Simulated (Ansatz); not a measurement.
`O=CC(F)[SiH2]Cl` and `NC(F)[SiH2]Cl` differ in one atom or group.

Ansatz, PBE0-D4/def2-TZVP geometries, multiplicity 1. Each molecule was computed in one conformer, which needn't be the lowest.

```tsv
property	`O=CC(F)[SiH2]Cl`
HOMO–LUMO gap (ωB97M-V/def2-TZVPP) / eV	11.10
HOMO energy (PBE0/def2-TZVPP) / eV	-8.01
size of the dipole moment (B3LYP/def2-TZVPP) / D	0.32
LUMO energy (ωB97M-V/def2-TZVPP) / eV	0.72
HOMO energy (ωB97M-V/def2-TZVPP) / eV	-10.37
HOMO–LUMO gap (B3LYP/def2-TZVPP) / eV	5.99
```

(1) What does the change do to each property? (Estimate.)

## Answers

(1) Computed: 
```json
{"property": "HOMO–LUMO gap (ωB97M-V/def2-TZVPP) / eV", "`NC(F)[SiH2]Cl`": "12.49", "shift": "1.39"}
{"property": "HOMO energy (PBE0/def2-TZVPP) / eV", "`NC(F)[SiH2]Cl`": "-8.14", "shift": "-0.13"}
{"property": "size of the dipole moment (B3LYP/def2-TZVPP) / D", "`NC(F)[SiH2]Cl`": "1.32", "shift": "1.00"}
{"property": "LUMO energy (ωB97M-V/def2-TZVPP) / eV", "`NC(F)[SiH2]Cl`": "1.98", "shift": "1.26"}
{"property": "HOMO energy (ωB97M-V/def2-TZVPP) / eV", "`NC(F)[SiH2]Cl`": "-10.51", "shift": "-0.14"}
{"property": "HOMO–LUMO gap (B3LYP/def2-TZVPP) / eV", "`NC(F)[SiH2]Cl`": "7.84", "shift": "1.85"}
```

With PBE0 the HOMO falls by 0.13 eV and the LUMO rises by 1.69 eV, so the gap widens by about 1.82 eV. PBE moves the HOMO by -0.25 eV and ωB97M-V by -0.14 eV. Dipoles are sizes alone; their direction can turn.

B3LYP here is the variant with VWN-RPA as its local correlation; programs differ in this.
